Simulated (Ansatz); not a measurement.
Reaction (formal exchange of groups at a Ga–O bond): `[OH][GaH][GeH3]` + `BO` → `O[BH][GaH][GeH3]` + H₂O

Program: Ansatz. Geometries: PBE0-D4/def2-TZVP. ΔE: electronic, gas phase. CCSD(T)/CBS adds triple-zeta CCSD(T) − MP2 to the extrapolated MP2 energy (def2 sets, frozen cores). This one scheme is used for every species. For Ga, Ge outer-core shells are correlated without core-valence functions, which leaves a few kJ/mol of doubt a bond. Scalar relativity is left out up to krypton. Each species was taken in one conformer, which may not be the lowest.

```tsv
species	CCSD(T)/CBS(def2) energy (Eh)
`[OH][GaH][GeH3]`	-4078.25778
`BO`	-101.80414
`O[BH][GaH][GeH3]`	-4103.64889
H₂O	-76.37941
```

Task: Work out ΔE.

Result: ΔE = (-4103.64889) + (-76.37941) − (-4078.25778) − (-101.80414) = 0.03362 Eh = +21.1 kcal/mol.

Largest T1 diagnostic among the species: 0.014.

Leaving LDA and LC-ωPBE aside and taking each functional with its dispersion term where it has one, the values, not all of them listed here, spread over 4.4 kcal/mol, from HSE06-D4 to B2PLYP. From r2SCAN to r2SCAN0 (25 % exact exchange), in def2-TZVPP and without D4, ΔE moves by −0.7 kcal/mol. At CCSD(T), def2-SVP lies +4.4 kcal/mol from the extrapolated value and def2-TZVPP +1.0 kcal/mol.
